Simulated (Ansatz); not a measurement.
C2H2ClGa (`C#[C][GaH][Cl]`). Charge 0, multiplicity 1. The structure was optimised at the PBE0-D4/def2-TZVP level.

```xyz
6

C     0.923    1.605    0.376
C     0.339    0.591    0.076
Ga   -0.576   -0.997   -0.426
Cl   -1.249   -2.221    1.194
H     1.438    2.499    0.646
H    -0.875   -1.477   -1.866
```

Problem. What is the dipole moment at B3LYP/def2-TZVPP? (Estimate.)

Solution. Computed: 2.04 D, with components (0.80, 1.43, -1.21) D in this frame, pointing from negative to positive charge.

Problem. And with PBE, r2SCAN, ωB97M-V? (An estimate is asked.)

Solution. Ansatz gave: PBE 1.94 D, r2SCAN 2.07 D, ωB97M-V 2.06 D.

Problem. Give the Mulliken charges with B3LYP, r2SCAN, ωB97M-V in def2-TZVPP. (Best estimate.)

Solution. Ansatz gave: 
| atom | B3LYP | r2SCAN | ωB97M-V |
| --- | --- | --- | --- |
| C1 | 0.00 | -0.10 | -0.06 |
| C2 | -0.38 | -0.31 | -0.36 |
| Ga3 | 0.43 | 0.49 | 0.44 |
| Cl4 | -0.27 | -0.27 | -0.25 |
| H5 | 0.24 | 0.22 | 0.23 |
| H6 | -0.03 | -0.03 | 0.00 |

B3LYP here is the variant with VWN-RPA as its local correlation; programs differ in this.
